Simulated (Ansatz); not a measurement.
Clusters of 3 atoms, halide: PBE-D4/def2-TZVPD single points in Ansatz on relaxed structures, gas phase. Each cluster is the lowest isomer that a short search found in that spin, judged at the geometry's level, and lower ones may exist. Core potentials for Cs, I, Sn, no spin–orbit coupling. HOMO and LUMO are taken over both spins. Singlets are spin-restricted. The spins of the ions were chosen, not always searched. A dash marks a value that wasn't run or was left out as unsound. The structures are stationary points that may keep the symmetry of their start. Remarks come from the PBE and PBE0 runs and from stability tests at other levels; not every state was tested. A HOMO above zero means that the electron is unbound at that level and held by the basis, or that self-interaction error raises the level; the energy of removing that electron tells which. HOMO above LUMO (over both spins in singlets and doublets, within one spin in higher multiplets; at PBE or PBE0), or a gap under 0.15 eV within one spin, warns that the state may not be the lowest or that an electron is smeared out.

```tsv
species	atoms	state	geometry	HOMO (eV)	vertical IE (eV)	lowest of the spins relaxed	point group (within 0.1 Å)	remarks
ZnF2	3	singlet	r2SCAN-D4/def2-TZVP	-8.65	–	–	D∞h	–
SnBr2⁻	3	doublet; oxidised ion singlet	PBE-D4/def2-TZVPD	0.64	1.83	doublet, of doublet/quartet	C2v	HOMO above zero at PBE or PBE0, HOMO above zero (quartet)
Cu2Br	3	doublet; oxidised ion singlet	PBE0-D4/def2-TZVP	-4.43	–	–	C2v	–
Cs2I	3	doublet; oxidised ion singlet	PBE-D4/def2-TZVP	-2.19	–	–	C2v	–
LiH2⁻	3	singlet	PBE0-D4/def2-TZVPD	0.26	2.66	–	D∞h	HOMO above zero at PBE or PBE0, gap within one spin near zero at PBE or PBE0 (neutral doublet), HOMO above zero (triplet), HOMO above zero (quintet)
KH2⁻	3	singlet	B3LYP-D4/def2-TZVPD	0.43	1.85	singlet, of singlet/triplet	D∞h	HOMO above zero at PBE or PBE0, HOMO above zero (triplet), HOMO above zero (quintet), gap within one spin near zero at PBE or PBE0 (quintet)
ZnCl2⁻	3	doublet; oxidised ion singlet	r2SCAN-D4/def2-TZVPD	0.41	2.27	doublet, of doublet/quartet	C2v	HOMO above zero at PBE or PBE0, HOMO above zero (quartet)
```

The vertical IE (eV) runs from 1.83 (SnBr2⁻) to 2.66 (LiH2⁻).
